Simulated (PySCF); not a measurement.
CH5S, SMILES C[SH2+], charge +1.

Geometry optimised at B3LYP-D3(BJ)/def2-TZVP. The isomer is the one that the SMILES or the coordinates give; other isomers of the formula were not compared.

Level of theory: PBE0/def2-TZVPD (PySCF).

Computed frontier levels, gap, dipole moment and polarisability:
```
Quantity                                                          Result
------------------------------------------------  ----------------------
highest occupied level                                         -16.30 eV
lowest empty level                                              -6.33 eV
orbital gap                                                      9.97 eV
dipole moment about the centre of nuclear charge                  1.25 D
mean static polarisability                          29.6 bohr³ (4.38 Å³)
polarisability, principal values                  26.0, 27.2, 35.6 bohr³
```
